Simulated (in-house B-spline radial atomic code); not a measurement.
Radial electron density of Cl, [Ne] 3s2 3p4 3d1. Level of theory: non-relativistic Hartree-Fock, average of configuration, point nucleus, inside a hard spherical wall at 1.28 bohr; calculated with a radial B-spline atomic code at the basis-set limit.

Columns: r (bohr), 4πr²n(r) (electrons per bohr), bar.

```
 0.00387   0.5448 #
 0.00449    0.718 #
 0.00521   0.9434 ##
 0.00604    1.233 ##
 0.00701    1.607 ###
 0.00814    2.085 ####
 0.00944    2.683 #####
   0.011    3.455 #######
  0.0127    4.348 ########
  0.0148    5.499 ###########
  0.0171    6.791 #############
  0.0199    8.367 ################
  0.0231    10.12 ####################
  0.0268    12.02 #######################
   0.031    13.97 ###########################
   0.036    15.93 ###############################
  0.0418    17.71 ###################################
  0.0485     19.1 #####################################
  0.0563    19.95 #######################################
  0.0653    20.11 #######################################
  0.0758    19.54 ######################################
  0.0879    18.37 ####################################
   0.102    16.89 #################################
   0.118    15.56 ##############################
   0.137    14.84 #############################
   0.159    15.17 ##############################
   0.185    16.69 #################################
   0.215       19 #####################################
   0.249    21.27 #########################################
   0.289    22.57 ############################################
   0.336    22.03 ###########################################
   0.389    19.56 ######################################
   0.452    15.88 ###############################
   0.524    12.81 #########################
   0.608    11.99 #######################
   0.706    13.79 ###########################
   0.819    15.76 ###############################
    0.95    13.55 ##########################
     1.1    5.822 ###########
    1.27  0.02087
```

On this grid the curve has 3 maxima, near 0.0653, 0.289, 0.819 bohr.

The 3d radial function P(r) = rR(r), positive near the nucleus:

```
r (bohr)         P
   0.031  0.001529
  0.0418   0.00354
  0.0563  0.008028
  0.0758   0.01777
   0.102   0.03818
   0.137   0.07873
   0.185    0.1572
   0.249    0.2949
   0.336    0.5201
   0.452    0.8388
   0.608     1.196
   0.819     1.347
     1.1    0.7433
```
